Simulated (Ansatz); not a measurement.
Ideal-gas functions of Cl2FSb, SMILES `[F][Sb]([Cl])[Cl]` at 600 K and 1 bar, from an Ansatz frequency run at PBE0-D4/def2-TZVP.

Molar mass 211.66 g/mol, point group Cs (symmetry number 1), electronic degeneracy 1, moments of inertia 177.78, 268.332, 347.039 u Å². Harmonic wavenumbers (cm⁻¹, unscaled): 125, 165, 185, 368, 383, 632.

Use S(trans) = R[1.5 ln M + 2.5 ln T − 1.1517]; rotational temperatures θ = 24.2544 K / I; S(rot) = R[ln(√π/σ · √(T³/θAθBθC)) + 1.5]; for each mode x = 1.438777 ν̃/T, S = R[x/(eˣ − 1) − ln(1 − e⁻ˣ)] and H = RT x/(eˣ − 1); 1 cm⁻¹ = 0.0119627 kJ/mol; R = 8.31446 J/(mol·K).

Task: By hand: the entropy, in J/(mol·K).

Result: Translation 190.2. Rotation: θ = 0.1364, 0.0904, 0.0699 K, giving 126.3. Vibration, mode by mode: 18.36, 16.08, 15.14, 9.62, 9.31, 5.61, in all 74.1. Electronic 0.0. Sum 390.6 J/(mol·K).

Task: By hand: H − E and G − E in kJ/mol, counted from the electronic energy.

Result: Zero-point energy ½ × 1858 × 0.0119627 = 11.1; thermal vibration 20.6; translation, rotation and pV give 4 RT = 20.0. H − E = 51.7 kJ/mol, and G − E = 51.7 − 600 × 390.6/1000 = -182.7 kJ/mol.

Vibration gives 19 % of the entropy, 18.4 J/(mol·K) of it from the mode under 150 cm⁻¹: soft modes count most, and the harmonic formula is weakest for them.
